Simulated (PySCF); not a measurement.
Exercise with solution: dipole moment from atomic charges

H2OSe, SMILES O[SeH]. Atoms are numbered in the order given.

```xyz
4

Se    -0.2408    -0.0620     0.2829
H     -1.3476    -0.3314    -0.6645
O      1.0586     0.1669    -0.9702
H      1.0657     1.1058    -1.1934
```
Charge 0, spin multiplicity 1.

Geometry optimised at B3LYP-D3(BJ)/def2-TZVP.

Charges (e) from B3LYP/def2-TZVPD (PySCF):

```csv
atom,ESP fit,IAO
Se1,-0.015,0.288
H2,0.100,0.037
O3,-0.435,-0.696
H4,0.350,0.371
```

The dipole moment of the full density is 1.49 D.

Question: What dipole moment does each set of point charges give, and which comes closer to that of the density?

Answer: 
μ = Σ q r, and 1 e Å = 4.8032 D.
ESP fit: Σ q r = (-0.219, 0.282, -0.066) e Å, |μ| = 1.74 D.
IAO: Σ q r = (-0.461, 0.264, 0.289) e Å, |μ| = 2.90 D.
ESP fit comes closer in size. Point charges leave out the atoms' own dipoles (lone pairs, polarised bonds); fits to the potential absorb them, partitions of the density don't.
